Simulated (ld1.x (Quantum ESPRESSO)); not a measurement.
Which change was made? (F, TM)

F, norm-conserving Troullier–Martins (Kleinman–Bylander form), made with ld1.x (Quantum ESPRESSO) 7.5 (PBEsol, scalar-relativistic). Core [He], reference 2s2 2p5. Waves: 2s (bound): rc 0.85 bohr; 3d channel at 0.15 Ry: rc 1.80 bohr; 2p (bound): rc 1.80 bohr. Local part: the p channel. Core correction: none.

Cutoffs, loose and tight: the cutoffs (Ry, on a coarse ladder) from which the occupation-weighted sum of valence levels, in a spherical-Bessel basis at the reference potential, stays within 10 and 1 mRy of its value at 400 Ry. They do not see the model core or the augmentation charge, which bear on the density cutoff. Test errors are all-electron minus pseudo excitation energies from the reference, over the configurations 2s2 2p4; 2s2 2p3; 2s2 2p2; 2s2 2p4.5; 2s1 2p6; 2s1 2p5; 2s2 2p5.3; variants that change the core or the reference have their own tests.

The base gives: outcome: generated; cutoff, loose: 90 Ry; cutoff, tight: 200 Ry; bound ghosts: none; largest test error (meV): +1610.

(1) After one change the result is: outcome: generated; cutoff, loose: 45 Ry; cutoff, tight: 90 Ry; bound ghosts: none; largest test error (meV): +6138. Which change was it?
A. all radii scaled by about 0.73 (s 0.62, p 1.32, d 1.32 bohr)
B. all radii scaled by about 1.40 (s 1.18, p 2.52, d 2.52 bohr)
C. all radii scaled by about 1.13 (s 0.96, p 2.04, d 2.04 bohr)
D. all radii scaled by about 0.84 (s 0.72, p 1.52, d 1.52 bohr)
E. all radii scaled by about 0.93 (s 0.80, p 1.68, d 1.68 bohr)

## Answers

(1) B. The others give: all radii scaled by about 0.84 (s 0.72, p 1.52, d 1.52 bohr) → outcome: generated; cutoff, loose: 110 Ry; cutoff, tight: 260 Ry; bound ghosts: none; largest test error (meV): +785 | all radii scaled by about 1.13 (s 0.96, p 2.04, d 2.04 bohr) → outcome: generated; cutoff, loose: 70 Ry; cutoff, tight: 160 Ry; bound ghosts: none; largest test error (meV): +2753 | all radii scaled by about 0.93 (s 0.80, p 1.68, d 1.68 bohr) → outcome: generated; cutoff, loose: 100 Ry; cutoff, tight: 230 Ry; bound ghosts: none; largest test error (meV): +1277 | all radii scaled by about 0.73 (s 0.62, p 1.32, d 1.32 bohr) → outcome: generated; cutoff, loose: 140 Ry; cutoff, tight: 260 Ry; bound ghosts: none; largest test error (meV): +371.
